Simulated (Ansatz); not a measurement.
Consider the substitution at a C–Al bond: `C=C[CH2][AlH][F]` + `FC(F)(F)S` → `C=CCSC(F)(F)F` + `[F][AlH2]`.

Isolated molecules relaxed with PBE0-D4/def2-TZVP in Ansatz; ΔE leaves out vibrations. CCSD(T)/CBS is the MP2 limit (def2-TZVPP, def2-QZVPP) plus CCSD(T) − MP2 in def2-TZVPP, frozen cores. This one scheme is used for every species. DFT in def2-TZVPP. B3LYP here is the variant with VWN-RPA as its local correlation; programs differ in this. One conformer a species, not always the lowest.

`C=C[CH2][AlH][F]`:

Z-matrix (Å, degrees):
```
Al
F 1 1.657
C 1 2.202 2 106.6
C 1 2.496 2 115.4 3 34.0
C 1 1.994 2 118.9 3 -42.0
H 1 1.571 2 120.1 3 148.3
H 3 1.089 1 112.1 2 -6.1
H 4 1.086 1 89.5 2 151.8
H 4 1.082 1 126.7 2 27.6
H 5 1.090 1 107.5 2 -165.3
H 5 1.083 1 123.0 2 -30.9
```

`FC(F)(F)S`:

```xyz
6

F    -0.262   -0.654    1.520
C    -0.243   -0.010    0.355
F    -0.191    1.299    0.605
F    -1.400   -0.240   -0.266
S     1.181   -0.597   -0.584
H     0.915    0.202   -1.630
```

`C=CCSC(F)(F)F`:

```xyz
13

C     1.112    0.878   -1.408
C     1.099    0.741   -0.091
C     0.905   -0.564    0.595
S    -0.504   -0.611    1.742
C    -1.869   -0.460    0.575
F    -2.022    0.769    0.081
F    -1.745   -1.284   -0.471
F    -2.992   -0.775    1.221
H     0.966    0.029   -2.068
H     1.264    1.844   -1.874
H     1.228    1.607    0.552
H     1.746   -0.787    1.260
H     0.814   -1.388   -0.113
```

`[F][AlH2]`:

```xyz
4

F     1.579    0.220    0.050
Al   -0.055   -0.008   -0.002
H    -0.882    0.467    1.252
H    -0.642   -0.678   -1.301
```

```
             level  ΔE (kcal/mol)  difference from CCSD(T)/CBS
            PBE-D4           13.1                          2.8
         r2SCAN-D4           14.6                          4.3
           PBE0-D4           13.2                          2.9
          B3LYP-D4            9.7                         -0.6
           ωB97X-V           10.4                          0.1
           ωB97M-V           11.7                          1.4
            B2PLYP           10.8                          0.5
               PBE           13.9                          3.6
            r2SCAN           15.0                          4.7
              PBE0           13.9                          3.6
             B3LYP           10.9                          0.6
     HF/def2-TZVPP            7.0                         -3.3
    MP2/def2-TZVPP           11.4                          1.1
SCS-MP2/def2-TZVPP            9.6                         -0.7
   CCSD/def2-TZVPP           10.3                          0.0
CCSD(T)/def2-TZVPP           10.6                          0.3
     HF/def2-QZVPP            7.0                         -3.3
    MP2/def2-QZVPP           11.1                          0.8
SCS-MP2/def2-QZVPP            9.4                         -0.9
      HF/CBS(def2)            7.0                         -3.3
     MP2/CBS(def2)           11.0                          0.7
    CCSD/CBS(def2)            9.9                         -0.4
       CCSD(T)/CBS           10.3                            0
```

Largest T1 diagnostic among the species: 0.012.

The D4 term adds −1.2 kcal/mol with B3LYP and −0.8 kcal/mol with PBE0; it sums over pairs of atoms, weighted by their polarisabilities, and B3LYP, whose exchange is more repulsive, gets the larger term. In def2-TZVPP, CCSD(T) changes the Hartree–Fock value by +3.6 kcal/mol (the triples alone add +0.4 kcal/mol) and MP2 by +4.3 kcal/mol.

CCSD(T)/CBS has its own doubt, a few kJ/mol and more with outer-core shells, so smaller differences from it don't rank the levels.
